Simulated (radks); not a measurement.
Effect of the nuclear size on the erbium ion Er11+, [Kr] 4d10 4f9 5s2. All-electron calculation, Dirac Kohn-Sham, PBE, spin-unpolarised, spherical densities, finite nucleus; open shells are shared between the two j in proportion to 2j + 1; Fermi nuclear charge, rms radius 5.2516 fm. Program: a radial shooting solver on a logarithmic mesh with Libxc functionals. The rms radius is varied about that value; shifts are against it.

rms radius (fm)  total energy shift (eV)  density at nucleus (e/bohr^3)  1s1/2 shift (meV)  2s1/2 shift (meV)  4p1/2 shift (meV)  5s1/2 shift (meV)  5p1/2 (empty) shift (meV)  4f7/2 shift (meV)  6s1/2 (empty) shift (meV)
4.217                              -11.5                      9.304e+05              -4730               -631              0.802              -7.08                      0.418               1.24                      -2.57
4.9418                             -3.65                      8.886e+05              -1490               -199              0.253              -2.24                      0.132              0.393                     -0.811
5.2516                                 0                      8.732e+05              0.000              0.000              0.000              0.000                      0.000              0.000                      0.000
5.4564                              2.50                      8.635e+05               1020                136             -0.173               1.53                     -0.090             -0.269                      0.556
6.4752                              15.9                      8.217e+05               6510                869              -1.10               9.75                     -0.574              -1.71                       3.54

Slopes of the eigenvalues against <r^2> in GHz/fm^2, as finite differences over the two radii next to the reference (eigenvalue slopes, not the field-shift constants of lines): 1s1/2 114000, 2s1/2 15200, 4p1/2 -19.2, 5s1/2 170, 5p1/2 (empty) -10.0, 4f7/2 -29.9, 6s1/2 (empty) 61.8.
